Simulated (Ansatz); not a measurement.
Steps of a relaxation of H7NO2Si2, SMILES `O[SiH](O)N[SiH3]` with RKS PBE-D4/def2-SVP.

```sh
$ ansatz run in.yaml --threads 4 --pin off --events-out ev --progress --plain --max-ram 10444MiB
```

```yaml
crystal:
  periodic: [false, false, false]
  atoms:
    - {symbol: O, position_ang: [-1.246800, 1.359800, 0.758800]}
    - {symbol: Si, position_ang: [0.180000, 0.693200, 0.670700]}
    - {symbol: O, position_ang: [0.649300, 0.400500, 2.194500]}
    - {symbol: N, position_ang: [-0.028300, -0.827000, 0.067900]}
    - {symbol: Si, position_ang: [0.177100, -0.872500, -1.615600]}
    - {symbol: H, position_ang: [-1.438900, 1.940500, 1.551500]}
    - {symbol: H, position_ang: [1.196900, 1.510200, -0.057300]}
    - {symbol: H, position_ang: [0.939900, -0.517100, 2.348700]}
    - {symbol: H, position_ang: [-1.081300, -1.018000, 0.268600]}
    - {symbol: H, position_ang: [1.607700, -0.601500, -1.854400]}
    - {symbol: H, position_ang: [-0.180200, -2.228100, -2.034200]}
    - {symbol: H, position_ang: [-0.698400, 0.104800, -2.265100]}
basis:
  gaussian: {orbitals: def2-SVP}
hamiltonian: {xc: pbe, dispersion: d4}
relax: {f_tol: 0.03, max_steps: 200}
```

Positions (Å) and forces (eV/Å) along the path, 11 of 17 steps:

```xyz
12
step=1 energy=-21432.1432 eV
O    -1.247    1.360    0.759   -3.574    2.757    1.097
Si    0.180    0.693    0.671    2.941    1.029    0.917
O     0.649    0.401    2.195    1.016    0.095    2.349
N    -0.028   -0.827    0.068   -2.788   -2.620    0.022
Si    0.177   -0.873   -1.616    0.492   -0.735   -1.245
H    -1.439    1.940    1.552    0.229   -0.740   -1.119
H     1.197    1.510   -0.057   -0.038    0.018   -0.190
H     0.940   -0.517    2.349   -0.047    0.220   -0.085
H    -1.081   -1.018    0.269    1.858   -0.023   -0.168
H     1.608   -0.602   -1.854    0.423    0.132   -0.352
H    -0.180   -2.228   -2.034   -0.150   -0.678   -0.550
H    -0.698    0.105   -2.265   -0.362    0.545   -0.678
12
step=2 energy=-21432.9058 eV
O    -1.276    1.440    0.841   -1.674    1.134    0.311
Si    0.162    0.698    0.764    1.559    0.285    0.340
O     0.679    0.444    2.309    0.383    0.121    0.958
N    -0.067   -0.831    0.047   -1.340   -0.859   -0.201
Si    0.173   -0.924   -1.673    0.218   -0.200   -0.850
H    -1.444    2.032    1.603    0.076   -0.218   -0.298
H     1.163    1.504   -0.006   -0.006   -0.040   -0.060
H     0.976   -0.467    2.474    0.028   -0.021   -0.011
H    -1.062   -1.086    0.274    0.770   -0.127   -0.084
H     1.608   -0.637   -1.981    0.108    0.004    0.012
H    -0.174   -2.289   -2.178   -0.036   -0.169    0.000
H    -0.661    0.061   -2.441   -0.085    0.090   -0.116
12
step=3 energy=-21433.1220 eV
O    -1.311    1.535    0.938   -0.182   -0.091   -0.119
Si    0.137    0.718    0.830    0.287   -0.162   -0.202
O     0.719    0.455    2.379   -0.068    0.022    0.036
N    -0.141   -0.791   -0.027   -0.269    0.362    0.049
Si    0.182   -0.952   -1.760   -0.033   -0.005   -0.013
H    -1.447    2.110    1.705    0.046    0.084    0.175
H     1.129    1.507    0.029    0.019   -0.018    0.025
H     1.033   -0.453    2.525    0.018   -0.028   -0.006
H    -1.077   -1.147    0.223    0.135   -0.150   -0.017
H     1.641   -0.678   -2.012   -0.066    0.010    0.023
H    -0.142   -2.360   -2.195    0.011    0.071    0.056
H    -0.645    0.000   -2.603    0.102   -0.095   -0.008
12
step=4 energy=-21433.1553 eV
O    -1.321    1.607    1.006    0.105    0.185    0.140
Si    0.121    0.775    0.804   -0.307   -0.224    0.330
O     0.688    0.410    2.347    0.017    0.043   -0.072
N    -0.238   -0.679   -0.079   -0.079   -0.156   -0.177
Si    0.174   -0.941   -1.776   -0.027   -0.145    0.027
H    -1.382    2.127    1.829    0.030   -0.067   -0.120
H     1.131    1.553    0.020   -0.035   -0.017   -0.019
H     0.972   -0.517    2.437    0.022    0.072   -0.021
H    -1.010   -1.261    0.295    0.280    0.295   -0.194
H     1.634   -0.652   -1.985    0.007    0.002    0.028
H    -0.107   -2.386   -2.094    0.013    0.035   -0.003
H    -0.585   -0.091   -2.770   -0.024   -0.022    0.082
12
step=5 energy=-21433.1706 eV
O    -1.323    1.599    1.016    0.031   -0.005    0.020
Si    0.110    0.754    0.822   -0.040   -0.102    0.018
O     0.704    0.422    2.359   -0.050   -0.026   -0.044
N    -0.221   -0.706   -0.078   -0.014    0.169   -0.072
Si    0.186   -0.959   -1.778   -0.032    0.009    0.045
H    -1.390    2.136    1.824    0.042   -0.031   -0.005
H     1.109    1.537    0.028    0.003   -0.002   -0.006
H     1.025   -0.493    2.455    0.011    0.046   -0.010
H    -1.071   -1.196    0.228    0.017   -0.026   -0.003
H     1.645   -0.658   -1.979   -0.012   -0.012    0.011
H    -0.097   -2.398   -2.121    0.022    0.021    0.020
H    -0.597   -0.094   -2.741    0.022   -0.041    0.026
12
step=9 energy=-21433.2086 eV
O    -1.287    1.702    1.126   -0.024    0.002   -0.006
Si    0.048    0.744    0.827    0.010   -0.035   -0.021
O     0.552    0.266    2.356   -0.007    0.004    0.024
N    -0.421   -0.577   -0.202   -0.027    0.049    0.018
Si    0.183   -0.980   -1.801    0.000   -0.021   -0.016
H    -1.293    2.113    2.008    0.021   -0.014   -0.008
H     1.139    1.462    0.088    0.003   -0.006    0.005
H     1.287   -0.370    2.369    0.006    0.004    0.003
H    -1.279   -1.065    0.084    0.033    0.015   -0.010
H     1.618   -0.541   -1.892   -0.015    0.014    0.010
H     0.105   -2.472   -1.994    0.003   -0.009   -0.003
H    -0.578   -0.337   -2.934   -0.002   -0.002    0.006
12
step=11 energy=-21433.2089 eV
O    -1.276    1.699    1.121   -0.018    0.070    0.094
Si    0.056    0.736    0.829    0.006   -0.039   -0.025
O     0.537    0.247    2.361   -0.326    0.263    0.000
N    -0.430   -0.567   -0.214   -0.027    0.021    0.037
Si    0.178   -0.985   -1.806    0.023    0.016   -0.033
H    -1.266    2.122    2.000    0.000   -0.045   -0.088
H     1.166    1.447    0.112   -0.005   -0.018    0.001
H     1.277   -0.371    2.389    0.331   -0.265    0.015
H    -1.299   -1.037    0.069    0.033    0.014   -0.013
H     1.592   -0.480   -1.905   -0.031   -0.022    0.002
H     0.157   -2.483   -1.980    0.012    0.028    0.001
H    -0.614   -0.384   -2.942    0.002   -0.025    0.009
12
step=13 energy=-21433.2133 eV
O    -1.252    1.718    1.120    0.003    0.033    0.039
Si    0.059    0.723    0.836    0.015   -0.030   -0.024
O     0.500    0.208    2.373    0.063   -0.055    0.005
N    -0.454   -0.546   -0.234   -0.031    0.022    0.044
Si    0.171   -0.983   -1.814    0.046   -0.013   -0.050
H    -1.230    2.139    1.999   -0.009   -0.013   -0.032
H     1.207    1.404    0.146   -0.014   -0.014    0.006
H     1.279   -0.376    2.414   -0.069    0.055   -0.011
H    -1.339   -0.994    0.038    0.038    0.009   -0.017
H     1.548   -0.386   -1.937   -0.065   -0.032    0.004
H     0.261   -2.486   -1.945   -0.002    0.073   -0.004
H    -0.674   -0.477   -2.961    0.026   -0.035    0.040
12
step=14 energy=-21433.2141 eV
O    -1.237    1.732    1.118    0.010   -0.003   -0.012
Si    0.063    0.720    0.839    0.001   -0.003    0.002
O     0.485    0.194    2.378    0.084   -0.063   -0.003
N    -0.460   -0.539   -0.239   -0.031    0.012    0.027
Si    0.171   -0.980   -1.816    0.011   -0.039   -0.065
H    -1.221    2.147    1.999    0.000    0.003    0.007
H     1.224    1.385    0.160   -0.014   -0.012    0.005
H     1.271   -0.382    2.422   -0.088    0.062   -0.007
H    -1.348   -0.983    0.028    0.045    0.013   -0.016
H     1.531   -0.348   -1.953   -0.066   -0.026    0.004
H     0.299   -2.480   -1.939    0.015    0.052    0.018
H    -0.702   -0.522   -2.961    0.034    0.004    0.039
12
step=15 energy=-21433.2150 eV
O    -1.218    1.751    1.113    0.024   -0.040   -0.049
Si    0.066    0.716    0.840   -0.013    0.024    0.019
O     0.470    0.178    2.381    0.036   -0.023   -0.020
N    -0.469   -0.530   -0.244   -0.025   -0.010   -0.001
Si    0.165   -0.979   -1.818    0.041   -0.008   -0.040
H    -1.208    2.157    1.997    0.008    0.015    0.039
H     1.243    1.361    0.170   -0.014   -0.004    0.007
H     1.254   -0.397    2.426   -0.043    0.025    0.002
H    -1.356   -0.975    0.023    0.020    0.010   -0.003
H     1.501   -0.303   -1.972   -0.043   -0.013    0.000
H     0.357   -2.474   -1.920   -0.018    0.045    0.003
H    -0.729   -0.561   -2.962    0.027   -0.021    0.043
12
step=17 energy=-21433.2157 eV
O    -1.203    1.766    1.111    0.012   -0.007    0.010
Si    0.069    0.716    0.841   -0.019    0.012    0.016
O     0.457    0.168    2.382   -0.027    0.027   -0.023
N    -0.472   -0.522   -0.249    0.024    0.007   -0.011
Si    0.167   -0.976   -1.820   -0.002   -0.016   -0.002
H    -1.192    2.169    1.997    0.004   -0.006   -0.011
H     1.255    1.352    0.179    0.001    0.000    0.000
H     1.228   -0.423    2.428    0.024   -0.024    0.009
H    -1.355   -0.972    0.020   -0.015   -0.004    0.006
H     1.478   -0.264   -1.996   -0.009    0.000    0.000
H     0.397   -2.464   -1.902    0.001    0.011   -0.003
H    -0.751   -0.605   -2.958    0.007    0.000    0.009
```

Run time 16 s (4 threads of an AMD EPYC 7R13 on a shared host); peak host memory 0.17 GiB.
